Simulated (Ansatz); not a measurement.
A structure relaxed at PBE0-D4/def2-TZVP, charge 0, multiplicity 1:

Cartesian coordinates in Å:
```
Cl 0.861 1.822 1.749
B 0.228 0.610 0.726
C 0.236 -0.825 0.241
C -0.544 0.264 -0.538
Cl 0.071 0.803 -2.094
H -0.385 -1.605 0.672
H 1.154 -1.209 -0.200
H -1.621 0.140 -0.556
```

(1) Give its formula and SMILES.

(2) Summarise the bond lengths by kind.

Answers

(1) C2H3BCl2, `ClB1CC1Cl`.

(2) 1 × B–Cl 1.708 Å; 2 × B–C 1.516 to 1.521 Å; 1 × C–C 1.550 Å; 3 × C–H 1.084 to 1.088 Å; 1 × C–Cl 1.759 Å.

Results of the Gaussian-basis code of Ansatz.
